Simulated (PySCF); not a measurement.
Deuteron quadrupole couplings in `C=C=CCC#CCF`

Species: C₇H₇F.
SMILES with atom numbers: `[CH2:1]=[C:2]=[CH:3][CH2:4][C:5]#[C:6][CH2:7][F:8]` (hydrogens: H9, H10 on C1; H11 on C3; H12, H13 on C4; H14, H15 on C7)

Geometry (GFN2-xTB, Å), atoms numbered from 1 in this order:
```
atom  x, y, z in Å
C1     3.4903    0.3833   -0.6324
C2     2.3876    0.3721    0.0448
C3     1.2906    0.3396    0.7339
C4     0.3682   -0.8553    0.7892
C5    -0.9457   -0.4952    0.2958
C6    -2.0016   -0.1295   -0.1400
C7    -3.3178    0.2582   -0.6051
F8    -4.2942   -0.0801    0.3093
H9     4.4275    0.0753   -0.1966
H10    3.5248    0.7133   -1.6584
H11    0.9708    1.2037    1.3012
H12    0.7737   -1.6761    0.1922
H13    0.2675   -1.1907    1.8271
H14   -3.3762    1.3456   -0.7417
H15   -3.5699   -0.2560   -1.5412
```

Level: B3LYP/pcJ-1 (PySCF, non-relativistic); Q(2H) = 0.00286 b; rigid geometry, the same for H and D, with no vibrational averaging.

**Question.** Rank these positions by the coupling χzz of a deuteron there, largest first.
A. H9 (hydrogen on carbon)
B. H11 (hydrogen on carbon)
C. H14 (methylene hydrogen)
D. H12 (methylene hydrogen)

**Answer.** A (218 kHz), B (211 kHz), D (193 kHz), C (184 kHz).

**Question.** What are Vzz, η and χzz (234.96 MHz × Q × Vzz) at all hydrogens?

**Answer.** 
```json
{"atom": "H9", "bonded to": "C1", "bond length (Å)": "1.078", "Vzz (au)": "0.3246", "η": "0.07", "χzz (kHz)": "218"}
{"atom": "H10", "bonded to": "C1", "bond length (Å)": "1.078", "Vzz (au)": "0.3249", "η": "0.07", "χzz (kHz)": "218"}
{"atom": "H11", "bonded to": "C3", "bond length (Å)": "1.082", "Vzz (au)": "0.3136", "η": "0.09", "χzz (kHz)": "211"}
{"atom": "H12", "bonded to": "C4", "bond length (Å)": "1.093", "Vzz (au)": "0.2869", "η": "0.03", "χzz (kHz)": "193"}
{"atom": "H13", "bonded to": "C4", "bond length (Å)": "1.095", "Vzz (au)": "0.2852", "η": "0.02", "χzz (kHz)": "192"}
{"atom": "H14", "bonded to": "C7", "bond length (Å)": "1.097", "Vzz (au)": "0.2742", "η": "0.07", "χzz (kHz)": "184"}
{"atom": "H15", "bonded to": "C7", "bond length (Å)": "1.097", "Vzz (au)": "0.2744", "η": "0.07", "χzz (kHz)": "184"}
```

**Question.** How does χzz go with the bond length over the 7 C–H bonds?

**Answer.** A straight-line fit has a slope of -17.2 kHz for each 0.01 Å, with a correlation coefficient of -1.00, over lengths from 1.078 to 1.097 Å. The longer bonds have the smaller couplings here.

**Question.** A static deuteron (I = 1) shows a doublet split by (3/2)χ, (3/4)χ(1 + η) and (3/4)χ(1 − η) with the field along z, y and x of the gradient. What are these for H9?

**Answer.** With |χ| = 218.2 kHz and η = 0.066: 327, 174 and 153 kHz, to first order and without motion.

One conformer (not necessarily the lowest) at the GFN2-xTB geometry, without solvent, vibrations or thermal averaging. GFN2-xTB bond lengths can be off by several hundredths of an ångström, more for odd bonds, and the gradients follow them. A larger basis could move these couplings by a tenth or more.
